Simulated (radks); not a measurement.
The germanium anion Ge- inside a hard spherical wall (all orbitals vanish at R), configuration held at [Ar] 3d10 4s2 4p3 and not refilled when levels cross. Method: scalar-relativistic Kohn-Sham, PBE, spin-polarised, spherical densities, point nucleus; open shells are filled with parallel spins first; computed with a radial shooting solver on a logarithmic mesh with Libxc functionals. Eigenvalues in eV for spin up, with the zero of energy where the potential of the charges vanishes at infinity; a dash marks a level that is unbound or too diffuse for the functional's potential to be trusted. A positive occupied level is held by the wall or, in an anion where self-interaction has pushed it up, behind a barrier. The pressure on the wall is -dE/dV.

R (bohr),E (hartree),kinetic (hartree),e(3p),e(3d),e(4s),e(4p),"e(5s, empty)","e(5p, empty)",pressure (GPa)
20,-2098.91382,2136.923,-108.96,-22.688,-6.126,1.077,1.926,2.225,0.000265
12,-2098.91149,2136.932,-108.63,-22.363,-5.835,1.330,3.264,4.457,0.0183
10,-2098.90731,2136.949,-108.30,-22.032,-5.556,1.583,4.226,6.061,0.0839
7,-2098.87055,2137.094,-106.71,-20.452,-4.342,2.831,8.472,12.338,1.52
6,-2098.81923,2137.290,-105.30,-19.055,-3.326,4.012,12.369,17.481,5.13
5,-2098.68202,2137.790,-102.65,-16.455,-1.396,6.408,20.165,27.067,20.9
3.5,-2097.72715,2140.862,-93.002,-7.077,7.245,17.441,55.072,66.630,281
2,-2087.17357,2171.417,-53.188,32.600,71.140,92.008,263.23,283.04,13500
1.5,-2063.12898,2237.749,-2.661,87.322,194.90,223.36,578.45,594.37,94600
